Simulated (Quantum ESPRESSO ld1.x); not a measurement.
The numbers below are computed, except where a source is named.
Question: The table gives one normalised radial function P(r) = r R(r) of Tl4+ in [Xe] 4f14 5d9 (r in bohr). Level of theory: scalar-relativistic Kohn-Sham, BLYP, spin-unpolarised, spherical densities, point nucleus (ld1.x of Quantum ESPRESSO 7.5).

r              P
0.001085   0.0000
0.001435   0.0001
0.001899   0.0002
0.002533   0.0004
0.003351   0.0008
0.004434   0.0016
0.005867   0.0033
0.007763   0.0070
0.01027    0.0145
0.01359    0.0296
0.01798    0.0590
0.02379    0.1137
0.03173    0.2130
0.04198    0.3683
0.05555    0.5855
0.0735     0.8284
0.09725    0.9894
0.1287     0.8906
0.1703     0.3774
0.2253    -0.4929
0.2981    -1.3430
0.3975    -1.6917
0.526     -1.3847
0.696     -0.7793
0.9209    -0.2939
1.218     -0.0695
1.612     -0.0093
2.133     -0.0006
2.822     0.0000
3.734     0.0000

Which n and l does it have? It may be an empty orbital.

Answer: n = 4, l = 2: the number of nodes gives n - l - 1 = 1, the rise at small r (about r^(l+1), flatter next to the nucleus through relativity) gives l, and the extent must fit the shell. The curve is that of 4d. 4d: eigenvalue -421.27 eV, 1 radial node at r = 0.194 bohr, <r> = 0.440 bohr, 90 % of the charge inside 0.655 bohr.
